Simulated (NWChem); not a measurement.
The numbers come from NWChem runs, not from measurements. System: H6AlNO, charge 0, spin multiplicity 1, at a geometry optimised with PBE/def2-SVP. The structure started from a generated list of species. Level: PBE/6-311G** (spherical d).

Job file:

```
start mol
memory heap 200 mb stack 900 mb global 1100 mb
geometry units angstroms nocenter noautoz
  Al     0.209877    -0.725790     0.000000
  H      0.776726    -1.319039     1.392402
  H      0.776726    -1.319039    -1.392402
  O     -1.429028    -0.065604     0.000000
  H     -2.221495    -0.622792     0.000000
  N      0.920058     1.214871     0.000000
  H      0.023149     1.729489     0.000000
  H      1.454156     1.493690    -0.833755
  H      1.454156     1.493690     0.833755
  symmetry group Cs
end
basis spherical
  * library 6-311g**
end
dft
  xc xpbe96 cpbe96
  semidirect memsize 60000000 filesize 0
  iterations 100
end
task dft energy
```

Output (cleaned and shortened):

```
             Northwest Computational Chemistry Package (NWChem) 7.3.0
             --------------------------------------------------------

                                NWChem Input Module
                                -------------------

 Scaling coordinates for geometry "geometry" by  1.889725989
 (inverse scale =  0.529177249)

 Turning off AUTOSYM since
 SYMMETRY directive was detected!

                             Geometry "geometry" -> ""
                             -------------------------

 Output coordinates in angstroms (scale by  1.889725989 to convert to a.u.)

  No.       Tag          Charge          X              Y              Z
 ---- ---------------- ---------- -------------- -------------- --------------
    1 Al                  13.0000     0.20987700    -0.72579000     0.00000000
    2 H                    1.0000     0.77672600    -1.31903900     1.39240200
    3 H                    1.0000     0.77672600    -1.31903900    -1.39240200
    4 O                    8.0000    -1.42902800    -0.06560400     0.00000000
    5 H                    1.0000    -2.22149500    -0.62279200     0.00000000
    6 N                    7.0000     0.92005800     1.21487100     0.00000000
    7 H                    1.0000     0.02314900     1.72948900     0.00000000
    8 H                    1.0000     1.45415600     1.49369000    -0.83375500
    9 H                    1.0000     1.45415600     1.49369000     0.83375500

 Effective nuclear repulsion energy (a.u.)     113.6107009074

            Nuclear Dipole moment (a.u.)
            ----------------------------
        X                 Y               Z
 ---------------- ---------------- ----------------
     0.0000018897    -0.0000113384     0.0000000000

      Symmetry information
      --------------------

 Group name             Cs
 Group number              2
 Group order               2
 No. of unique centers     7

      Symmetry unique atoms

     1    2    4    5    6    7    8


 Summary of "ao basis" -> "" (spherical)
 ------------------------------------------------------------------------------
       Tag                 Description            Shells   Functions and Types
 ---------------- ------------------------------  ------  ---------------------
 *                          6-311g**                  on all atoms

  pbe96 is a nonlocal functional; adding pw91lda local functional.

                                 NWChem DFT Module
                                 -----------------

 Summary of "ao basis" -> "ao basis" (spherical)
 ------------------------------------------------------------------------------
       Tag                 Description            Shells   Functions and Types
 ---------------- ------------------------------  ------  ---------------------
 Al                         6-311g**                12       26   6s5p1d
 H                          6-311g**                 4        6   3s1p
 O                          6-311g**                 8       18   4s3p1d
 N                          6-311g**                 8       18   4s3p1d

 Summary of "ao basis" -> "ao basis" (spherical)
 ------------------------------------------------------------------------------
       Tag                 Description            Shells   Functions and Types
 ---------------- ------------------------------  ------  ---------------------
 Al                         6-311g**                12       26   6s5p1d
 H                          6-311g**                 4        6   3s1p
 O                          6-311g**                 8       18   4s3p1d
 N                          6-311g**                 8       18   4s3p1d

      Symmetry analysis of basis
      --------------------------

        a'         67
        a"         31

            General Information
            -------------------
          SCF calculation type: DFT
          Wavefunction type:  closed shell.
          No. of atoms     :     9
          No. of electrons :    34
           Alpha electrons :    17
            Beta electrons :    17
          Charge           :     0
          Spin multiplicity:     1
          Use of symmetry is: on ; symmetry adaption is: on
          Maximum number of iterations: 100
          AO basis - number of functions:    98
                     number of shells:    52
          Convergence on energy requested:  1.00D-06
          Convergence on density requested:  1.00D-05
          Convergence on gradient requested:  5.00D-04

              XC Information
              --------------
          PerdewBurkeErnzerhof Exchange Functional  1.000
            Perdew 1991 LDA Correlation Functional  1.000 local
           PerdewBurkeErnz. Correlation Functional  1.000 non-local

             Grid Information
             ----------------
          Grid used for XC integration:  medium
          Radial quadrature: Mura-Knowles
          Angular quadrature: Lebedev.
          Tag              B.-S. Rad. Rad. Pts. Rad. Cut. Ang. Pts.
          ---              ---------- --------- --------- ---------
          Al                  1.25       88          10.0       590
          H                   0.35       45          12.0       434
          O                   0.60       49          10.0       434
          N                   0.65       49          10.0       434
          Grid pruning is: on
          Number of quadrature shells:   366
          Spatial weights used:  Erf1

          Convergence Information
          -----------------------
          Convergence aids based upon iterative change in
          total energy or number of iterations.
          Levelshifting, if invoked, occurs when the
          HOMO/LUMO gap drops below (HL_TOL):  1.00D-02
          DIIS, if invoked, will attempt to extrapolate
          using up to (NFOCK): 10 stored Fock matrices.

                    Damping( 0%)  Levelshifting(0.5)       DIIS
                  --------------- ------------------- ---------------
          dE  on:    start            ASAP                start
          dE off:    2 iters        100 iters           100 iters

      Screening Tolerance Information
      -------------------------------
          Density screening/tol_rho:  1.00D-10
          AO Gaussian exp screening on grid/accAOfunc:  14
          CD Gaussian exp screening on grid/accCDfunc:  20
          XC Gaussian exp screening on grid/accXCfunc:  20
          Schwarz screening/accCoul:  1.00D-08

      Superposition of Atomic Density Guess
      -------------------------------------

 Sum of atomic energies:        -373.95604920

      Non-variational initial energy
      ------------------------------

 Total energy =    -374.840139
 1-e energy   =    -741.697367
 2-e energy   =     253.246527
 HOMO         =      -0.343648
 LUMO         =       0.021622

      Symmetry analysis of molecular orbitals - initial
      -------------------------------------------------

  Numbering of irreducible representations:

     1 a'          2 a"

  Orbital symmetries:

     1 a'          2 a'          3 a'          4 a'          5 a'
     6 a"          7 a'          8 a'          9 a'         10 a'
    11 a'         12 a"         13 a'         14 a'         15 a"
    16 a'         17 a"         18 a'         19 a'         20 a'
    21 a"         22 a'         23 a'         24 a"         25 a'
    26 a'         27 a"

------------------------------------------------------------
EAF file 0: "./mol.aoints.0" size=524288 bytes
------------------------------------------------------------
               write      read    awrite     aread      wait
               -----      ----    ------     -----      ----
     calls:        1         0         0         0         0
   data(b): 5.24e+05  0.00e+00  0.00e+00  0.00e+00
   time(s): 0.00e+00  0.00e+00  0.00e+00  0.00e+00  0.00e+00
rate(mb/s): 0.00e+00  0.00e+00
------------------------------------------------------------

   convergence    iter        energy       DeltaE   RMS-Dens  Diis-err    time
 ---------------- ----- ----------------- --------- --------- ---------  ------
 d= 0,ls=0.0,diis     1   -375.7404458013 -4.89D+02  2.08D-02  1.24D+00     0.7
 d= 0,ls=0.0,diis     2   -375.3855568943  3.55D-01  1.79D-02  4.31D+00     0.8
 d= 0,ls=0.0,diis     3   -375.8167248721 -4.31D-01  2.30D-03  1.89D-01     0.9
 d= 0,ls=0.0,diis     4   -375.8335314843 -1.68D-02  6.90D-04  7.37D-03     1.1
 d= 0,ls=0.0,diis     5   -375.8339512081 -4.20D-04  2.84D-04  3.51D-03     1.2
  Resetting Diis
 d= 0,ls=0.0,diis     6   -375.8343039602 -3.53D-04  6.10D-05  1.23D-04     1.3
 d= 0,ls=0.0,diis     7   -375.8343161669 -1.22D-05  3.96D-05  5.49D-06     1.5
 d= 0,ls=0.0,diis     8   -375.8343150116  1.16D-06  2.49D-05  1.92D-05     1.6
 d= 0,ls=0.0,diis     9   -375.8343167351 -1.72D-06  5.45D-06  5.74D-07     1.7
 d= 0,ls=0.0,diis    10   -375.8343167905 -5.55D-08  6.65D-07  9.79D-09     1.9

         Total DFT energy =     -375.834316790530
      One electron energy =     -745.604683660682
           Coulomb energy =      292.296716404197
    Exchange-Corr. energy =      -36.137050441436
 Nuclear repulsion energy =      113.610700907391

 Numeric. integr. density =       33.999988894698

     Total iterative time =      1.7s

                  Occupations of the irreducible representations
                  ----------------------------------------------

                     irrep           alpha         beta
                     --------     --------     --------
                     a'               13.0         13.0
                     a"                4.0          4.0

                       DFT Final Molecular Orbital Analysis
                       ------------------------------------

 Vector   15  Occ=2.000000D+00  E=-2.461882D-01  Symmetry=a"
              MO Center= -5.3D-01, -5.3D-01, -5.1D-14, r^2= 2.9D+00
   Bfn.  Coefficient  Atom+Function         Bfn.  Coefficient  Atom+Function
  ----- ------------  ---------------      ----- ------------  ---------------
    51      0.308795  4 O  pz                47      0.294120  4 O  pz
    43      0.207654  4 O  pz                18      0.200383  1 Al pz
    28      0.150550  2 H  s                 34     -0.150550  3 H  s
    15      0.136705  1 Al pz                21      0.123137  1 Al pz
    12     -0.087972  1 Al pz                27      0.084308  2 H  s

 Vector   16  Occ=2.000000D+00  E=-2.391403D-01  Symmetry=a'
              MO Center= -6.6D-01, -3.5D-01,  5.2D-14, r^2= 2.8D+00
   Bfn.  Coefficient  Atom+Function         Bfn.  Coefficient  Atom+Function
  ----- ------------  ---------------      ----- ------------  ---------------
    50      0.321017  4 O  py                46      0.299112  4 O  py
    42      0.214111  4 O  py                72     -0.151257  6 N  s
    45     -0.143697  4 O  px                49     -0.141763  4 O  px
    29      0.129258  2 H  s                 35      0.129258  3 H  s
    16      0.119838  1 Al px                28      0.116749  2 H  s

 Vector   17  Occ=2.000000D+00  E=-2.022214D-01  Symmetry=a"
              MO Center= -1.7D-01, -7.6D-01,  4.9D-15, r^2= 3.4D+00
   Bfn.  Coefficient  Atom+Function         Bfn.  Coefficient  Atom+Function
  ----- ------------  ---------------      ----- ------------  ---------------
    51     -0.317175  4 O  pz                29      0.292703  2 H  s
    35     -0.292703  3 H  s                 47     -0.279069  4 O  pz
    43     -0.199988  4 O  pz                28      0.186152  2 H  s
    34     -0.186152  3 H  s                 15      0.120094  1 Al pz
    27      0.116127  2 H  s                 33     -0.116127  3 H  s

 Vector   18  Occ=0.000000D+00  E=-2.702136D-02  Symmetry=a'
              MO Center=  1.1D+00,  8.2D-01, -9.9D-15, r^2= 6.5D+00
   Bfn.  Coefficient  Atom+Function         Bfn.  Coefficient  Atom+Function
  ----- ------------  ---------------      ----- ------------  ---------------
    72      0.903630  6 N  s                 89     -0.472501  8 H  s
    95     -0.472501  9 H  s                 20     -0.459002  1 Al py
    19     -0.286862  1 Al px                68      0.252047  6 N  s
    83     -0.178858  7 H  s                 59     -0.143364  5 H  s
    73      0.114056  6 N  px                74      0.112405  6 N  py

 Vector   19  Occ=0.000000D+00  E=-1.683837D-03  Symmetry=a'
              MO Center= -4.8D-01, -6.9D-01,  7.8D-15, r^2= 7.5D+00
   Bfn.  Coefficient  Atom+Function         Bfn.  Coefficient  Atom+Function
  ----- ------------  ---------------      ----- ------------  ---------------
    19      0.853849  1 Al px                48      0.414214  4 O  s
    72      0.367823  6 N  s                 89     -0.360755  8 H  s
    95     -0.360755  9 H  s                 83     -0.225338  7 H  s
    44      0.156765  4 O  s                 59     -0.152506  5 H  s
    74      0.148273  6 N  py                17      0.136137  1 Al py

 Vector   20  Occ=0.000000D+00  E= 4.094524D-02  Symmetry=a"
              MO Center=  1.2D+00,  1.0D+00,  7.9D-15, r^2= 7.1D+00
   Bfn.  Coefficient  Atom+Function         Bfn.  Coefficient  Atom+Function
  ----- ------------  ---------------      ----- ------------  ---------------
    89      0.942210  8 H  s                 95     -0.942210  9 H  s
    21     -0.795112  1 Al pz                75      0.577583  6 N  pz
    18      0.375486  1 Al pz                29      0.218652  2 H  s
    35     -0.218652  3 H  s                 71      0.210032  6 N  pz
    67      0.155419  6 N  pz                88      0.143700  8 H  s

 center of mass
 --------------
 x =  -0.06085372 y =  -0.06455190 z =   0.00000000

 moments of inertia (a.u.)
 ------------------
         184.246578240890         -59.707687104464           0.000000000000
         -59.707687104464         219.270237779687           0.000000000000
           0.000000000000           0.000000000000         365.598666108347

     Multipole analysis of the density
     ---------------------------------

     L   x y z        total         alpha         beta         nuclear
     -   - - -        -----         -----         ----         -------
     0   0 0 0     -0.000000    -17.000000    -17.000000     34.000000

     1   1 0 0      0.417072      0.208535      0.208535      0.000002
     1   0 1 0      1.496456      0.748234      0.748234     -0.000011
     1   0 0 1      0.000000      0.000000      0.000000      0.000000

     2   2 0 0    -17.281677    -67.932051    -67.932051    118.582425
     2   1 1 0      6.136034    -15.345522    -15.345522     36.827079
     2   1 0 1      0.000000      0.000000      0.000000      0.000000
     2   0 2 0    -17.427614    -59.663585    -59.663585    101.899556
     2   0 1 1      0.000000      0.000000      0.000000      0.000000
     2   0 0 2    -23.043687    -20.927780    -20.927780     18.811872

 Task  times  cpu:        1.9s     wall:        1.9s

 Total times  cpu:        1.9s     wall:        1.9s
```
